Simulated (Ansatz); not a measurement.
Total energies of Nb₅ (the lowest doublet isomer of a short search) from Ansatz at PBE0-D4/def2-TZVP, gas phase (1 Eh = 27.2114 eV = 2625.5 kJ/mol). The reference geometry is relaxed at PBE0-D4/def2-SVP.

Cartesian coordinates in Å:
```
Nb -0.0759 -1.7011 -0.9532
Nb -1.0416 -0.5651 0.9962
Nb -0.1597 0.7185 -1.3619
Nb 1.4699 -0.1877 0.4477
Nb -0.1927 1.7355 0.8712
```

| state | geometry | energy (Eh) |
| --- | --- | --- |
| charge 0 doublet | reference | -284.67794 |
| charge 1 triplet | reference | -284.48976 |
| charge 0 quartet | relaxed at PBE0-D4/def2-SVP | -284.67108 |
| free Nb atom (sextet) | – | -56.81952 |

In the def2 sets Nb takes a core potential; there is no spin–orbit coupling.

Task: Work out the vertical ionisation energy to the triplet.

Result: E(charge 1 triplet) − E(charge 0 doublet) = -284.48976 − (-284.67794) = 0.18818 Eh = 5.12 eV. For comparison, −ε of the highest occupied level of the spin that leaves is 3.91 eV at this level, 1.21 eV less.

Task: Which of the charge 0 states is lowest, and how far above it are the others?

Result: The doublet. quartet: -284.67108 − (-284.67794) = 0.00686 Eh = 18.0 kJ/mol.

Task: What is the binding energy per atom against free atoms?

Result: Atoms: 5 × (-56.81952) = -284.09760 Eh. Binding: -284.09760 − (-284.67794) = 0.58034 Eh = 15.79 eV, or 3.16 eV for each of 5 atoms (no zero-point energy, no counterpoise term).

At PBE0-D4/def2-TZVP the charge 0 doublet is spin-contaminated (final ⟨S²⟩ up to 0.86, 0.75 for a pure state). At PBE0-D4/def2-TZVP the charge 1 triplet is spin-contaminated (final ⟨S²⟩ up to 2.22, 2.00 for a pure state). At PBE0-D4/def2-TZVP the charge 0 quartet is spin-contaminated (final ⟨S²⟩ up to 3.90, 3.75 for a pure state). 

The structure comes from a short search, and lower isomers may exist.
